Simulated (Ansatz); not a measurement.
Start from `N[SiH2]N[CH2][AlH2]` and change one atom or group to get `N[SiH2][NH][InH2]`.

Ansatz, PBE0-D4/def2-TZVP geometries, multiplicity 1. Each molecule was computed in one conformer, which needn't be the lowest.

Elements past krypton have def2 core potentials.

```tsv
property	`N[SiH2]N[CH2][AlH2]`
HOMO energy (PBE/def2-TZVPP) / eV	-5.20
HOMO–LUMO gap (ωB97M-V/def2-TZVPP) / eV	8.97
LUMO energy (PBE/def2-TZVPP) / eV	-2.17
size of the dipole moment (PBE/def2-TZVPP) / D	0.86
size of the dipole moment (B3LYP/def2-TZVPP) / D	0.78
HOMO–LUMO gap (B3LYP/def2-TZVPP) / eV	4.66
```

**Question.** Give the same properties after the change, and the shifts. (Estimate.)

**Answer.** The calculation gave: 
```csv
property,`N[SiH2][NH][InH2]`,shift
HOMO energy (PBE/def2-TZVPP) / eV,-5.23,-0.03
HOMO–LUMO gap (ωB97M-V/def2-TZVPP) / eV,9.33,0.36
LUMO energy (PBE/def2-TZVPP) / eV,-1.44,0.73
size of the dipole moment (PBE/def2-TZVPP) / D,1.83,0.97
size of the dipole moment (B3LYP/def2-TZVPP) / D,1.87,1.09
HOMO–LUMO gap (B3LYP/def2-TZVPP) / eV,5.33,0.67
```

Dipoles are sizes alone; their direction can turn.

B3LYP here is the variant with VWN-RPA as its local correlation; programs differ in this.
